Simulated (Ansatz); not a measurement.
A structure drawn as `N[Si]1(O)OB1Cl`, with this starting geometry:

Cartesian coordinates in Å:
```
N -0.447 1.014 -1.336
Si 0.061 -0.077 0.020
O 0.513 -1.632 -0.476
O -1.117 -0.246 1.092
B -0.174 0.410 1.938
Cl 0.779 0.419 3.544
H 0.308 1.035 -2.007
H -1.267 0.601 -1.723
H 1.344 -1.525 -1.054
```

Total charge 0; spin multiplicity 1.

(1) Does it keep its bonds when Ansatz relaxes it at PBE-D4/def2-SVP and then PBE0-D4/def2-TZVP?

(2) Give the relaxed structure. (Best estimate.)

Atoms count as bonded under 1.1 times the sum of their covalent radii (H–H under 0.85 Å, pairs among N, O and F under 1.55 Å), and a drawn bond as lost past 1.3 times.

## Answers

(1) Yes, every drawn bond is still there and no new one forms.

(2) Computed: 
Z-matrix (Å, degrees):
```
Si
O 1 1.632
O 1 1.722 2 107.8
N 1 1.689 2 108.6 3 -132.2
B 1 1.875 2 123.9 3 46.1
H 2 0.958 1 117.3 3 172.3
H 4 1.007 1 122.6 2 32.6
H 4 1.006 1 121.3 2 -169.9
Cl 5 1.732 1 168.7 2 99.2
```
All modes are real.
